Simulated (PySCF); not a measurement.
**Frontier levels across methods**

Compound: C3H5BF2O.
Atom-mapped SMILES: `[F:1][B:2]([F:3])[CH2:4][C@@H:5]1[CH2:6][O:7]1` (hydrogens: H8, H9 on C4; H10 on C5; H11, H12 on C6)

Geometry (PBE0-D3(BJ)/def2-SVP, Å), atoms numbered from 1 in this order:
```
atom  x, y, z in Å
F1    -1.625    0.827    1.458
B2    -1.801    0.136    0.346
F3    -3.029    0.105   -0.136
C4    -0.623   -0.609   -0.360
C5     0.721   -0.376    0.270
C6     1.603    0.709   -0.161
O7     1.860   -0.631   -0.521
H8    -0.861   -1.689   -0.370
H9    -0.602   -0.316   -1.424
H10    0.813   -0.713    1.313
H11    1.281    1.370   -0.977
H12    2.306    1.160    0.552
```

Basis pcSseg-1 throughout (PySCF), one geometry. One conformer (not necessarily the lowest) at the PBE0-D3(BJ)/def2-SVP geometry, without solvent, vibrations or thermal averaging.

Task: How do the orbital energies, the gap and the dipole change with the method?

Result: 
```csv
method,kind,HOMO (eV),LUMO (eV),gap (eV),μ (D),SCF cycles
BLYP,GGA,-6.12,-0.81,5.31,0.47,15
PBE,GGA,-6.23,-0.92,5.31,0.44,15
B97-D,GGA,-6.28,-0.76,5.52,0.47,16
BP86,GGA,-6.35,-0.97,5.38,0.47,15
KT3,GGA,-6.44,-0.87,5.57,0.41,16
mPW1PW91,global hybrid,-8.01,0.10,8.11,0.51,13
BHandHLYP,global hybrid,-9.62,1.19,10.81,0.57,12
```

The HOMO spans 3.49 eV, from BLYP down to BHandHLYP, and the gap runs from 5.31 eV (PBE) to 10.81 eV (BHandHLYP). Over the methods BLYP (0 %), PBE (0 %), B97-D (0 %), BP86 (0 %), KT3 (0 %), mPW1PW91 (25 %), BHandHLYP (50 %), a straight line through the gap against the share of exact exchange rises by 1.08 eV for each 10 % (correlation coefficient 0.999). The dipole ranges from 0.41 D (KT3) to 0.57 D (BHandHLYP). This basis has no diffuse functions.
